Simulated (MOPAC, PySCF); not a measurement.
H6O2Si2, SMILES `O[SiH2][SiH2]O`, neutral singlet in the gas phase. 

Cartesian coordinates (Å):
SMILES: O[SiH2][SiH2]O
```xyz
10

O      1.7435    -1.4414     0.0834
Si     1.1174     0.0009     0.6010
Si    -1.1174    -0.0009    -0.1003
O     -1.7435     1.4414     0.4173
H      2.6625    -1.6262     0.2809
H      1.8630     1.1543     0.0174
H      1.2150     0.1313     2.0844
H     -1.2150    -0.1313    -1.5837
H     -1.8630    -1.1543     0.4832
H     -2.6625     1.6262     0.2198
```
Charge 0, spin multiplicity 1.

All levels are single points at this geometry (PBE0-D4/def2-TZVP); Pople sets use spherical d functions. Orbital energies aren't observables, and empty levels follow the basis.

M06-2X/6-31G* in PySCF gives dipole (D) = 0.00.

Task: Estimate the dipole (D) from each of these levels: PBE-D3(BJ)/def2-TZVP in PySCF; PBE0-D4/def2-TZVP in PySCF; B3LYP/6-311+G** in PySCF; B3LYP/6-31G* in PySCF; B3LYP/LANL2DZ in PySCF; PBE/6-31G* in PySCF; SVWN5/6-31G* in PySCF; HF/3-21G in PySCF; HF/6-31G* in PySCF; HF/STO-3G in PySCF; PM6 in MOPAC; PM7 in MOPAC.

Result: 
```csv
level,dipole (D)
PBE-D3(BJ)/def2-TZVP in PySCF,0.00
PBE0-D4/def2-TZVP in PySCF,0.00
B3LYP/6-311+G** in PySCF,0.00
B3LYP/6-31G* in PySCF,0.00
B3LYP/LANL2DZ in PySCF,0.00
PBE/6-31G* in PySCF,0.00
SVWN5/6-31G* in PySCF,0.00
HF/3-21G in PySCF,0.00
HF/6-31G* in PySCF,0.00
HF/STO-3G in PySCF,0.00
PM6 in MOPAC,0.00
PM7 in MOPAC,0.00
```
